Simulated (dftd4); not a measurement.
C6H13O3 (SMILES [CH2]OCCOCCOC), doublet, geometry from GFN2-xTB; D4 for b3lyp (dftd4).

Input for dftd4:
```
$ dftd4 mol.xyz --func b3lyp --charge 0 --json dftd4.json --noedisp

# file mol.xyz
22

C      3.95458458     0.54005173    -0.81426712
O      3.29792334    -0.57265350    -0.38070668
C      1.89713087    -0.51733289    -0.42104482
C      1.34177247     0.39623132     0.69245898
O     -0.03291691     0.64742175     0.57505320
C     -0.86611075    -0.41172288     0.99382332
C     -2.31785136     0.00564987     0.78912803
O     -2.69696075    -0.29665777    -0.53153265
C     -3.98335874     0.16411432    -0.85195788
H      5.02065834     0.43022957    -0.80922714
H      3.46792314     1.18958572    -1.52169950
H      1.54282694    -0.13816912    -1.38924016
H      1.55389367    -1.54621178    -0.28827200
H      1.58253291    -0.03664954     1.67449105
H      1.83172198     1.37115222     0.60795202
H     -0.68199352    -0.63029977     2.05681713
H     -0.68348550    -1.31910175     0.40591165
H     -2.40591963     1.08491275     0.97854974
H     -2.96680410    -0.53149007     1.49921393
H     -4.04986877     1.25548999    -0.76307065
H     -4.17069644    -0.12835266    -1.88287971
H     -4.74215675    -0.28792824    -0.19990064
```

It wrote (shortened):

```
                    ____  _____ _____     ____  _  _
      -------------|  _ \|  ___|_   _|---|  _ \| || |------------
     |             | | | | |_    | | ___ | | | | || |_           |
     |             | |_| |  _|   | ||___|| |_| |__   _|          |
     |             |____/|_|     |_|     |____/   |_|            |
     |             ===================================           |
     |            E. Caldeweyher, S. Ehlert & S. Grimme          |
     |          Mulliken Center for Theoretical Chemistry        |
     |                    University of Bonn                     |
      -----------------------------------------------------------

Rational (Becke-Johnson) damping: b3lyp-D4-ATM
---------------------
  s6         1.0000
  s8         2.0293
  s9         1.0000
  a1         0.4087
  a2         4.5381
 alp        16.0000
--------------------

Dispersion energy:      -2.4594423517793E-02 Eh

[Info] JSON dump of results written to 'dftd4.json'
```
